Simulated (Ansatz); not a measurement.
Consider the formal exchange of groups at a B–Cl bond: `ClBCCl` + `C/N=C/Cl` → `BCCl` + `CN=C(Cl)Cl`.

Program: Ansatz. Geometries: PBE0-D4/def2-TZVP. ΔE: electronic, gas phase. CCSD(T)/CBS adds triple-zeta CCSD(T) − MP2 to the extrapolated MP2 energy (def2 sets, frozen cores). DFT in def2-TZVPP. B3LYP here is the variant with VWN-RPA as its local correlation; programs differ in this. HSE06 is defined as in plane-wave codes. One conformer a species, not always the lowest.

```tsv
level	ΔE (kJ/mol)	difference from CCSD(T)/CBS
PBE-D4	147.2	-9.1
revPBE-D4	145.2	-11.1
B97M-V	155.5	-0.8
B3LYP-D4	150.6	-5.7
BHLYP-D4	156.9	0.6
ωB97X-V	151.8	-4.5
ωB97M-V	154.9	-1.4
B2PLYP	155.0	-1.3
PBE-QIDH	157.5	1.2
revPBE	149.2	-7.1
HSE06	153.7	-2.6
RPA@PBE/def2-TZVPP	157.6	1.3
MP2/def2-SVP	166.3	10.0
MP2/def2-TZVPP	157.6	1.3
HF/CBS(def2)	164.8	8.5
CCSD/CBS(def2)	158.1	1.8
CCSD(T)/CBS	156.3	0
```

Largest T1 diagnostic among the species: 0.012.

In def2-TZVPP, CCSD(T) changes the Hartree–Fock value by −5.5 kJ/mol (the triples alone add −1.8 kJ/mol) and MP2 by −7.8 kJ/mol. From r2SCAN to r2SCAN0 (25 % exact exchange), in def2-TZVPP and without D4, ΔE moves by +4.5 kJ/mol.
